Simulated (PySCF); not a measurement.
A GIAO shielding run with PySCF 2.14.0 with density-fitted response routines (density fitting, non-relativistic, gas phase) on `C=C[C@@H](Cl)[Si@@H](O)CCC`, C6H13ClOSi:

```
$ OMP_NUM_THREADS=1 python probes_run.py task.json out

{"job": {"kind": "nmr", "xc": "PBE0", "basis": "pcSseg-1"}, "charge": 0, "multiplicity": 1}
C      3.395231     0.543032     1.529296
C      2.464214    -0.172985     0.923309
C      2.147555    -0.066915    -0.515425
Cl     2.116503    -1.717441    -1.247861
Si     0.430000     0.726920    -0.892379
O      0.187513     0.700684    -2.497614
C     -0.903073    -0.212695     0.081239
C     -2.315982     0.280593    -0.227815
C     -3.372141    -0.514104     0.531698
H      4.011788     1.241530     0.988138
H      3.571180     0.467877     2.588083
H      1.858002    -0.872785     1.481741
H      2.937583     0.467326    -1.043091
H      0.498330     2.155035    -0.604673
H      0.347245    -0.087864    -3.013459
H     -0.851077    -1.281469    -0.142738
H     -0.729643    -0.114758     1.153925
H     -2.393733     1.336272     0.037697
H     -2.501193     0.202036    -1.300342
H     -3.211970    -0.432251     1.604966
H     -4.369118    -0.142903     0.305039
H     -3.327625    -1.566775     0.259418
```

Hardware: 1 thread of an Intel Xeon, shared host. The job also computes population analyses, field gradients.

Question: How large is the calculation?

Answer: 88 electrons, 232 basis functions and 1247 auxiliary functions.

Question: How long does it take, and how much memory does it need?

Answer: 92 s of wall time, with 14 SCF cycles and 5 response iterations; peak memory 0.97 GiB. Times on a shared host scatter by some tens of per cent.
